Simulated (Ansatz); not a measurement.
Saddle point of Si$_{2}$NH$_{8}$Cl, singlet (SiNH₄Cl ([NH2][SiH2][Cl]) + SiH₄ → Si₂NH₇ ([NH2][SiH2][SiH3]) + HCl; bonds formed: Si1–Si7, Cl2–H6; bonds broken: Si1–Cl2, H6–Si7), PBE0-D4/def2-TZVP structure:

```xyz
12
angstrom
Si -0.8796 -0.1907 0.2068
Cl 0.3778 -2.1627 -1.0983
H -1.9173 -0.4587 -0.8001
H -1.1353 1.1727 0.7825
N -0.6308 -1.1357 1.5755
H 0.4978 -0.4570 -0.8479
Si 0.9622 1.2295 -0.8749
H -0.2844 -2.0779 1.5070
H -0.5512 -0.7184 2.4870
H 1.5574 1.7396 0.3823
H 2.0130 0.8753 -1.8609
H -0.0097 2.1841 -1.4592
```

Energies are electronic, without zero-point energy. Barriers and step energies count from the start structure reached by relaxing down the imaginary mode; all methods use the PBE0-D4 structures, on which another method's saddle can fall below an end. Program: Ansatz 0.2.0. Basis: def2-TZVPP, with def2-QZVPP for the basis limit. Cores are frozen in the correlated methods. B3LYP uses VWN-RPA correlation. Extrapolation: Hartree–Fock as exp(−7.88 √X), correlation as X^−2.97.

| method | barrier (kJ/mol) | step energy (kJ/mol) |
| --- | --- | --- |
| SPW92 | 162.4 | 92.0 |
| PBE-D4 | 190.2 | 96.0 |
| BLYP-D4 | 213.5 | 107.1 |
| r2SCAN-D4 | 210.9 | 111.5 |
| B97M-V | 227.4 | 109.1 |
| PBE0-D4 | 213.4 | 103.8 |
| B3LYP-D4 | 230.9 | 112.6 |
| r2SCAN0-D4 | 226.6 | 115.2 |
| BHLYP-D4 | ? | 121.8 |
| CAM-B3LYP-D4 | ? | 117.0 |
| wB97X-V | 245.7 | 115.6 |
| wB97M-V | ? | 121.3 |
| B2PLYP | 244.9 | 118.3 |
| PBE-QIDH | 236.5 | 114.9 |
| RPA on PBE | 250.7 | 112.9 |
| HF | 319.9 | 138.5 |
| MP2 | 247.1 | 122.8 |
| CCSD | 261.8 | 116.2 |
| CCSD(T) | 248.9 | 113.5 |

(1) Fill in the withheld barriers. (Judge from chemistry; the value comes from the calculation.)

T1 diagnostic: at most 0.014.

Answers

(1) By the calculation: BHLYP-D4 257.2; wB97M-V 241.9; CAM-B3LYP-D4 245.5 kJ/mol. Each is the energy of the saddle less that of the start structure, by the same method.

For comparison, the barrier by CCSD(T) at an estimated basis limit (MP2 extrapolated from triple and quadruple zeta, plus CCSD(T) − MP2 in triple zeta) is 241.0 kJ/mol.

Labels in which every atom is bracketed show which atoms are joined, not bond orders.

For scale, one of the runs: CCSD(T)/def2-TZVPP, 269 basis functions, launched by `ansatz run in.yaml --threads 4 --pin off --events-out ev --progress --plain --max-ram 9574MiB`. The run took 2.9 min on 4 CPU threads of an Intel Xeon (shared host), with 6.3 GiB of host memory at its peak.
